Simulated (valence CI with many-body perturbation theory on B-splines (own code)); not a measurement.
# Se²⁰⁺: calculated level list

Computed by relativistic CI+MBPT: four valence electrons over a frozen Dirac-Fock core [Ne], radial functions for each j: 11 s, 11 p, 10 d, 8 f, 5 g, 2 h, with the one-electron correlation potential Σ1, the two-electron term Σ2, the three-electron term Σ3, Breit, model QED; selected CI, second order for the rest, scaled by the run's own slope (own B-spline code, finite nucleus).

No measured spectrum was set against this ion. As an estimate, levels of excited configurations hold to 0.05 to 0.15 % of their energy, terms of the ground configuration to about 0.5 %. Among the levels kept, up to 790 cm⁻¹ of a level comes from second order outside the variational space, and about a tenth of that is noise between levels of different J, which matters for small intervals.

Levels 136 to 173 of 173, with energies above the lowest level, 3s2.3p2 3P_0. "Leading %" is the weight of the configuration and term that name the level; weights of strongly mixed levels are sums over their largest components and can fall short. In the jj column 3d3/2^4 stands for four electrons in 3d with j = 3/2.

| No. | Configuration | Term | J | E (cm⁻¹) | Leading % | Leading jj | g |
| --- | --- | --- | --- | --- | --- | --- | --- |
| 136 | 3p3.3d | 3P° | 2 | 1839200 | 53 | 3p3/2^3 3d5/2 (47 %) | 1.398 |
| 137 | 3s.3p.3d2 | 5F° | 2 | 1841100 | 48 | 3s 3p1/2 3d3/2 3d5/2 (31 %) | 1.274 |
| 138 | 3p3.3d | 3P° | 0 | 1843000 | 71 | 3p3/2^3 3d3/2 (64 %) |  |
| 139 | 3p3.3d | 3P° | 1 | 1843700 | 42 | 3p3/2^3 3d3/2 (30 %) | 1.531 |
| 140 | 3s.3p.3d2 | 5D° | 4 | 1844600 | 37 | 3s 3p1/2 3d5/2^2 (37 %) | 1.366 |
| 141 | 3s.3p.3d2 | 5F° | 3 | 1851400 | 30 | 3p1/2^2 3p3/2 3d5/2 (16 %) | 1.191 |
| 142 | 3s.3p.3d2 | 5D° | 3 | 1856200 | 44 | 3s 3p3/2 3d3/2 3d5/2 (29 %) | 1.373 |
| 143 | 3s.3p.3d2 | 5P° | 1 | 1857800 | 67 | 3s 3p1/2 3d3/2 3d5/2 (32 %) | 2.220 |
| 144 | 3s.3p.3d2 | 5F° | 5 | 1870300 | 90 | 3s 3p3/2 3d5/2^2 (42 %) | 1.383 |
| 145 | 3s.3p.3d2 | 5P° | 2 | 1871200 | 74 | 3s 3p1/2 3d3/2 3d5/2 (32 %) | 1.767 |
| 146 | 3s.3p.3d2 | 3F° | 2 | 1875200 | 59 | 3s 3p1/2 3d3/2^2 (20 %) | 0.750 |
| 147 | 3s.3p.3d2 | 5D° | 4 | 1876700 | 48 | 3s 3p3/2 3d3/2 3d5/2 (75 %) | 1.409 |
| 148 | 3p3.3d | 1D° | 2 | 1878500 | 33 | 3p1/2 3p3/2^2 3d5/2 (32 %) | 1.102 |
| 149 | 3p3.3d | 1F° | 3 | 1884000 | 28 | 3s 3p3/2 3d3/2 3d5/2 (18 %) | 1.094 |
| 150 | 3s.3p.3d2 | 3F° | 3 | 1893300 | 20 | 3p1/2 3p3/2^2 3d5/2 (20 %) | 1.152 |
| 151 | 3s.3p.3d2 | 5P° | 3 | 1895300 | 51 | 3s 3p3/2 3d3/2 3d5/2 (65 %) | 1.535 |
| 152 | 3s.3p.3d2 | 3D° | 1 | 1900300 | 39 | 3s 3p3/2 3d3/2^2 (28 %) | 0.577 |
| 153 | 3s.3p.3d2 | 3H° | 4 | 1900600 | 83 | 3s 3p1/2 3d3/2 3d5/2 (72 %) | 0.847 |
| 154 | 3s.3p.3d2 | 5D° | 2 | 1906500 | 88 | 3s 3p3/2 3d3/2 3d5/2 (48 %) | 1.450 |
| 155 | 3s.3p.3d2 | 5D° | 4 | 1907900 | 78 | 3s 3p3/2 3d5/2^2 (49 %) | 1.437 |
| 156 | 3s.3p.3d2 | 5D° | 0 | 1908200 | 99 | 3s 3p3/2 3d3/2^2 (65 %) |  |
| 157 | 3s.3p.3d2 | 5D° | 1 | 1908300 | 88 | 3s 3p3/2 3d3/2 3d5/2 (42 %) | 1.393 |
| 158 | 3s.3p.3d2 | 5D° | 3 | 1908600 | 51 | 3s 3p3/2 3d3/2 3d5/2 (63 %) | 1.396 |
| 159 | 3p3.3d | 1F° | 3 | 1914100 | 22 | 3s 3p3/2 3d5/2^2 (29 %) | 1.255 |
| 160 | 3p3.3d | 3D° | 1 | 1916300 | 43 | 3p1/2^2 3p3/2 3d5/2 (17 %) | 0.573 |
| 161 | 3s.3p.3d2 | 3H° | 5 | 1916800 | 69 | 3s 3p1/2 3d3/2 3d5/2 (59 %) | 1.079 |
| 162 | 3s.3p.3d2 | 3F° | 4 | 1919700 | 59 | 3s 3p3/2 3d5/2^2 (38 %) | 1.300 |
| 163 | 3s.3p.3d2 | 3D° | 2 | 1924800 | 45 | 3s 3p3/2 3d3/2 3d5/2 (24 %) | 1.145 |
| 164 | 3p3.3d | 3D° | 2 | 1931000 | 31 | 3p3/2^3 3d3/2 (39 %) | 1.069 |
| 165 | 3s.3p.3d2 | 3G° | 3 | 1938300 | 71 | 3s 3p1/2 3d3/2 3d5/2 (38 %) | 0.786 |
| 166 | 3s.3p.3d2 | 3D° | 3 | 1942600 | 24 | 3s 3p3/2 3d5/2^2 (25 %) | 1.171 |
| 167 | 3s.3p.3d2 | 3G° | 3 | 1945100 | 59 | 3s 3p1/2 3d3/2 3d5/2 (26 %) | 0.893 |
| 168 | 3s.3p.3d2 | 3G° | 4 | 1946700 | 61 | 3s 3p1/2 3d3/2 3d5/2 (35 %) | 1.060 |
| 169 | 3s.3p.3d2 | 5S° | 2 | 1952100 | 89 | 3s 3p3/2 3d3/2 3d5/2 (47 %) | 1.977 |
| 170 | 3s.3p.3d2 | 3S° | 1 | 1954300 | 68 | 3s 3p3/2 3d3/2 3d5/2 (49 %) | 2.020 |
| 171 | 3s.3p.3d2 | 3H° | 6 | 1963400 | 99 | 3s 3p3/2 3d3/2 3d5/2 (77 %) | 1.165 |
| 172 | 3s.3p.3d2 | 3G° | 4 | 1963600 | 73 | 3s 3p1/2 3d5/2^2 (44 %) | 1.052 |
| 173 | 3s.3p.3d2 | 3G° | 5 | 1966700 | 60 | 3s 3p3/2 3d3/2 3d5/2 (45 %) | 1.157 |

Names give the largest LS component (configuration and term), which can be under half, so a name can repeat, a term be missing and a line seem to break the LS rules; names also repeat where a configuration has a term twice.

Where two levels of one J and parity lie close, their mixing, g and order are uncertain.
